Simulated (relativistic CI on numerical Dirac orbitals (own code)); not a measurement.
# Level scheme of Au XXVI

Computed by Dirac-Coulomb-Breit CI, orbitals from a KLI potential per configuration, model QED (radiative potential, 1s self-energy scaled to tabulated hydrogen-like ionisation energies), unscaled Slater integrals (own radial code, finite nucleus).

Configuration list (outside the closed core [Ar] 3d10 4p6 4d10): 4s²4f⁸, 4s²4f⁷5s, 4s²4f⁶5s², 4s²4f⁷6s, 4f¹⁰. Levels of other configurations are missing.

```tsv
No.	Configuration	Term	J	E (cm⁻¹)	%	Next component (%)	Landé g
41	4s²4f⁸	⁵K	8	109699.2	53	25 ³K	1.114
42	4s²4f⁸	⁵G	5	113153.6	27	24 ³G	1.114
43	4s²4f⁸	⁵F	1	114334.7	44	25 ⁵D	0.799
44	4s²4f⁸	⁵D	3	114434.9	32	25 ³D	1.336
45	4s²4f⁸	⁵L	6	115711.9	25	25 ³I	1.011
46	4s²4f⁸	³O	12	115743.3	78	22 ¹Q	1.062
47	4s²4f⁸	³O	11	116728.1	58	42 ³N	1.039
48	4s²4f⁸	⁵D	4	117378.2	22	20 ³F	1.152
49	4s²4f⁸	⁵I	5	120180.0	33	21 ⁵H	0.956
50	4s²4f⁸	⁵K	7	121360.0	30	22 ⁵I	1.094
51	4s²4f⁸	³M	8	121572.2	38	28 ¹L	1.007
52	4s²4f⁸	³N	9	123228.1	37	31 ³M	1.002
53	4s²4f⁸	⁵K	6	124113.3	23	17 ¹I	1.037
54	4s²4f⁸	⁵P	3	125115.1	23	22 ³D	1.213
55	4s²4f⁸	⁵D	1	125795.1	60	29 ⁵P	1.718
56	4s²4f⁸	⁵P	2	128753.1	26	13 ⁵F	1.311
57	4s²4f⁸	⁵K	6	128915.6	21	14 ⁵I	1.047
58	4s²4f⁸	⁵H	7	129717.5	49	15 ³I	1.171
59	4s²4f⁸	⁵G	4	129871.9	45	15 ⁵H	1.138
60	4s²4f⁸	³M	10	130223.3	64	22 ³N	1.063
61	4s²4f⁸	⁵D	0	131453.7	70	28 ³P	
62	4s²4f⁸	⁵H	7	132380.4	30	22 ³K	1.117
63	4s²4f⁸	³H	4	133935.9	24	15 ³F	1.044
64	4s²4f⁸	³P	2	135139.7	26	16 ⁵G	1.084
65	4s²4f⁸	³M	9	136503.8	61	15 ³L	1.041
66	4s²4f⁸	⁵G	3	137617.7	39	27 ³F	0.997
67	4s²4f⁸	⁵H	5	137996.3	31	21 ³G	1.155
68	4s²4f⁸	³K	7	138720.7	35	18 ³L	1.036
69	4s²4f⁸	³K	8	138816.8	61	13 ³L	1.089
70	4s²4f⁸	³K	6	139724.6	47	13 ³H	1.007
```

Energies count from the lowest computed level.

The mean weight of the leading LS term, summed over parents, in these 30 levels is 40 %, and that of the leading jj configuration (from the same eigenvectors) 57 %, so jj coupling describes them better and the LS labels are nominal.

At this charge energies of transitions that change n are usually good to better than 1 %, and those within a shell (Δn = 0) to a few per cent. Terms inside the open d or f shell come out 10 to 20 % too wide with unscaled integrals.

LS names give the leading component of a level, which can be under half, so a name can repeat, a term be missing and a line seem to break the LS rules.
